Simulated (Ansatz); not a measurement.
Total energies of `[SiH3]O/C=[N]\[GaH][Cl]`.

Z-matrix (Å, degrees):
```
Si
O 1 1.660
H 1 1.475 2 106.1
H 1 1.481 2 110.6 3 122.8
H 1 1.505 2 111.5 3 -118.0
C 2 1.366 1 121.9 3 165.2
N 6 1.243 2 127.6 1 -14.8
H 6 1.093 2 109.2 1 165.5
Ga 7 1.836 6 135.4 2 -7.9
Cl 9 2.148 7 113.6 6 -92.1
H 9 1.548 7 125.0 6 102.7
```

Total charge 0; spin multiplicity 1. Correlated methods include outer-core shells of Ga, which these sets cover unevenly. Scalar relativity is left out up to krypton. All single points use the PBE0-D4/def2-TZVP geometry. It is one conformer, not always the lowest. Basis def2-TZVPP, the Gaussian-basis code of Ansatz.

RPA on PBE orbitals: Hartree–Fock energy of these orbitals -2841.86015 Eh, correlation -1.81784 Eh (frozen core).

```tsv
functional	energy without D4 (Eh)	D4 term (kJ/mol)
PBE	-2844.98633	-33.4
revPBE	-2845.47039	-89.6
r2SCAN	-2845.66274	-8.2
B3LYP	-2845.90365	-54.2
r2SCAN0	-2845.60285	-9.9
HSE06 (plane-wave form)	-2845.07220	-27.1
CAM-B3LYP	-2845.88666	-29.7
LC-ωPBE	-2845.23779	–
ωB97X-V	-2845.47222	–
PBE-QIDH	-2844.56941	–
```

(1) Give the same for LDA (SPW92), BLYP, B97M-V, PBE0, r2SCANh, BHLYP, ωB97M-V, B2PLYP. (Estimate.)

B3LYP takes the VWN-RPA correlation (the form of Gaussian; ORCA's B3LYP/G). HSE06 is the plane-wave form, built on full-range PBE exchange. The double hybrids freeze the cores in their second-order part.

Results:

(1) Ansatz gave: 
```
 functional  energy without D4 (Eh)  D4 term (kJ/mol)
LDA (SPW92)             -2838.79076                 –
       BLYP             -2845.83257             -71.4
     B97M-V             -2845.22570                 –
       PBE0             -2845.09521             -28.7
    r2SCANh             -2845.63789              -8.9
      BHLYP             -2845.69792             -45.4
    ωB97M-V             -2845.61142                 –
     B2PLYP             -2845.07888                 –
```

LC-ωPBE has ω = 0.4 bohr⁻¹.
